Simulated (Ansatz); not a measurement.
Stepwise reaction of `[NH2][Sn][NH2]` with water, as a gas-phase model of exchange steps in deposition or etching. ΔE in kJ/mol; ΔG adds harmonic PBE0-D4 terms to CCSD(T)/CBS, at 1 bar.

Program: Ansatz. Geometries: PBE0-D4/def2-TZVP. ΔE: electronic, gas phase. CBS: MP2 limit from def2 TZ/QZ plus the TZ coupled-cluster correction, frozen cores. This one scheme is used for every species. DFT in def2-TZVPP. B3LYP here is the variant with VWN-RPA as its local correlation; programs differ in this. Elements past krypton have def2 core potentials. For Sn outer-core shells are correlated without core-valence functions, which leaves a few kJ/mol of doubt a bond. One conformer a species, not always the lowest.

```json
{"step": "2", "reaction": "`[NH2][Sn][OH]` + H₂O → `[OH][Sn][OH]` + NH₃", "PBE-D4": "-37.9", "B3LYP-D4": "-37.5", "ωB97M-V": "-36.7", "CCSD(T)/CBS": "-35.1", "ΔG(500 K)": "-29.2"}
```

**Question.** Give the row of step 1, `[NH2][Sn][NH2]` + H₂O → `[NH2][Sn][OH]` + NH₃. (Estimate.)

**Answer.** Ansatz gave: 
```tsv
step	reaction	PBE-D4	B3LYP-D4	ωB97M-V	CCSD(T)/CBS	ΔG(500 K)
1	`[NH2][Sn][NH2]` + H₂O → `[NH2][Sn][OH]` + NH₃	-34.0	-34.2	-32.6	-30.4	-27.6
```

**Question.** By hand: ΔE of the 2 steps together at CCSD(T)/CBS.

**Answer.** (-30.4) + (-35.1) = -65.5 kJ/mol, or -32.8 kJ/mol a step.

In ΔE the steps differ by no more than 4.7 kJ/mol. All are downhill at CCSD(T)/CBS. ΔG lies between -29.2 and -27.6 kJ/mol a step. PBE-D4 differs from CCSD(T)/CBS by -3.6 to -2.8 kJ/mol a step. Isolated molecules leave out the surface, adducts and barriers. Largest T1 diagnostic: 0.018.
